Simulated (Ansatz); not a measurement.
Program: Ansatz. Geometries: PBE0-D4/def2-TZVP. ΔE: electronic, gas phase. CBS: MP2 limit from def2 TZ/QZ plus the TZ coupled-cluster correction, frozen cores. This one scheme is used for every species. Functionals use def2-TZVPP. B3LYP here is the variant with VWN-RPA as its local correlation; programs differ in this. HSE06 is defined as in plane-wave codes. One conformer a species, not always the lowest.

`N[SiH2]C(O)Cl` + H₂ → `N[SiH2]CCl` + H₂O  (hydrogenolysis of a C–O bond)

| level | ΔE (kcal/mol) | difference from CCSD(T)/CBS |
| --- | --- | --- |
| PBE-D4 | -17.8 | 5.4 |
| revPBE-D4 | -16.8 | 6.4 |
| B3LYP-D4 | -20.1 | 3.1 |
| HSE06-D4 | -20.9 | 2.3 |
| B2PLYP | -22.1 | 1.1 |
| LC-ωPBE | -23.2 | 0.0 |
| RPA@PBE/def2-TZVPP | -21.2 | 2.0 |
| CCSD/def2-TZVPP | -24.0 | -0.8 |
| MP2/def2-QZVPP | -23.3 | -0.1 |
| SCS-MP2/def2-QZVPP | -23.8 | -0.6 |
| CCSD(T)/CBS | -23.2 | 0 |

Largest T1 diagnostic among the species: 0.012.

From r2SCAN to r2SCAN0 (25 % exact exchange), in def2-TZVPP and without D4, ΔE moves by −2.5 kcal/mol. In def2-TZVPP, CCSD(T) changes the Hartree–Fock value by +5.4 kcal/mol (the triples alone add +1.8 kcal/mol) and MP2 by +5.0 kcal/mol. Leaving LDA and LC-ωPBE aside and taking each functional with its dispersion term where it has one, the values, not all of them listed here, spread over 6.1 kcal/mol, from PBE-QIDH to revPBE-D4. LDA lies +3.3 kcal/mol from PBE without D4.

CCSD(T)/CBS has its own doubt, a few kJ/mol and more with outer-core shells, so smaller differences from it don't rank the levels.
